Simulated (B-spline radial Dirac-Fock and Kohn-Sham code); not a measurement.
**Os²⁺: photoemission with 1150 eV photons**

System: Os²⁺, configuration [Xe] 4f14 5d6.

The computed values come from a B-spline atomic structure program: a relativistic central-field model (Hartree-Slater potential of the initial state, Latter tail, multipole expansion of the photon field, Dirac-Fock thresholds). The asymmetry parameter β is from the dipole term alone. Kinetic energies are from the vacuum level. Open shells are spread statistically over j, without multiplet splitting.

```tsv
subshell	electrons	binding (eV)	kinetic (eV)	σ (kb)	β
N1 (4s)	2	692.5	457.5	36.9	1.85
N2 (4p1/2)	2	582.8	567.2	38.3	1.27
N3 (4p3/2)	4	504.2	645.8	110	1.27
N4 (4d3/2)	4	324.1	825.9	151	1.00
N5 (4d5/2)	6	309.6	840.4	224	1.13
N6 (4f5/2)	6	79.97	1070.0	161	1.01
N7 (4f7/2)	8	77.29	1072.7	205	1.01
O1 (5s)	2	121.7	1028.3	8.63	1.89
O2 (5p1/2)	2	85.77	1064.2	7.80	1.56
O3 (5p3/2)	4	73.56	1076.4	19.0	1.51
O4 (5d3/2)	2.4	27.87	1122.1	8.07	1.20
O5 (5d5/2)	3.6	26.76	1123.2	11.6	1.29
```

Branching ratios of the spin-orbit partners (statistical value in brackets): 4p 2.87 (2.00), 4d 1.48 (1.50), 4f 1.28 (1.33), 5p 2.44 (2.00), 5d 1.43 (1.50).
